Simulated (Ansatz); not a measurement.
Consider the isomerisation: `C[SiH](O)C=O` → `O=COC[SiH3]`.

Isolated molecules relaxed with PBE0-D4/def2-TZVP in Ansatz; ΔE leaves out vibrations. CBS: MP2 limit from def2 TZ/QZ plus the TZ coupled-cluster correction, frozen cores. DFT in def2-TZVPP. Each species was taken in one conformer, which may not be the lowest.

```csv
level,ΔE (kJ/mol)
r2SCAN-D4,139.2
B2PLYP,144.3
PBE,129.8
SCS-MP2/def2-TZVPP,149.0
CCSD/def2-TZVPP,148.9
CCSD(T)/def2-TZVPP,146.0
HF/def2-QZVPP,144.2
SCS-MP2/def2-QZVPP,154.2
```

Task: What does CCSD(T)/CBS give? (An estimate is asked.)

Result: Ansatz gave: +153.9 kJ/mol. The listed levels differ from it by -14.7, -9.6, -24.1, -4.9, -5.0, -7.9, -9.7, 0.3 kJ/mol.

Largest T1 diagnostic among the species: 0.015.

From PBE to PBE0 (25 % exact exchange), in def2-TZVPP and without D4, ΔE moves by +7.1 kJ/mol. In def2-TZVPP, CCSD(T) changes the Hartree–Fock value by +3.0 kJ/mol (the triples alone add −2.9 kJ/mol) and MP2 by +9.8 kJ/mol.
